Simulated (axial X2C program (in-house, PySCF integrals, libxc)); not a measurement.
**AlHg: properties at the nuclei**

Calculated with an in-house all-electron X2C program for linear molecules (integrals from PySCF): two-component X2C with atomic mean-field Coulomb and Gaunt terms, Gaussian nuclei, basis Hg dyall-cv3z, Al dyall-v3z with contracted cores.

R = 2.697 Å (near the PBE0 minimum at charge 0 of the determinant lowest at the starting distance; the state shown can have its own minimum elsewhere).

Input and command:
```json
{"zs": [80, 13], "q": 0, "bas": ["dyall-cv3z", "dyall-v3z"], "r0": 2.59, "levels": ["PBE0", "HF", "BP86", "r2SCAN", "LDA"], "nst": 3}
```
```bash
python soeom.py task.json out
```

Keys: zs atomic numbers; q charge; bas basis sets; r0 starting distance in Å; levels methods; nst determinants followed.

Determinant lowest in the PBE0 search, Ω = 1/2 (⟨Sz⟩ = -0.45, ⟨Lz⟩ = 0.95 at PBE0), spin on the atoms Hg -0.07, Al -0.38:

```tsv
level	Eeff magnitude (GV/cm)	Ws magnitude Hg (kHz)	A∥/gI Hg (MHz)	qzz Hg (a.u.)	A∥/gI Al (MHz)	qzz Al (a.u.)	μ (D)
PBE0	13	29	1620	0.38	250	0.06	-0.11
HF	107	249	2910	-2.56	89.6	-0.30	0.22
BP86	8.07	17.6	1720	0.74	243	0.05	0.20
r2SCAN	3.36	6.72	1570	0.54	256	0.07	-0.09
LDA	10.6	23.3	1960	0.77	219	0.03	0.50
```

Eeff is the effective electric field on the electron electric dipole moment in this Ω state and Ws the scalar–pseudoscalar constant of the nucleus named (defined with the proton number Z and per Ω); A∥ (defined per Ω) follows by multiplying with gI = μI/(I μN); qzz is the electric field gradient, eQq0 = 234.96 MHz × Q/barn × qzz; μ is positive if the Al end (last atom) is positive. The operators were transformed with the bare-nucleus X2C matrices; with these basis sets, hyperfine constants and field gradients can be off by tens of per cent, and where levels differ in sign neither size nor sign is settled.

Question: With gI(199Hg) = 1.0118 (g factors from the IAEA table of nuclear moments by Stone), turn the PBE0 values of the first state into constants in MHz.

Answer: A∥(199Hg) = 1620 × 1.0118 = 1640 MHz.

Each state is one determinant with collinear spin. Unrestricted Hartree–Fock can overshoot spin polarisation at the nuclei. Where Eeff spreads by more than a factor of two the levels disagree and none is to be relied on. The search compared states at one distance, so a state with another bond length can lie lower. Further determinants of the search, some of them spin-mixed, are not shown. Where a field gradient or hyperfine factor spreads by more than a factor of two over the levels, a constant derived from it is not to be relied on.
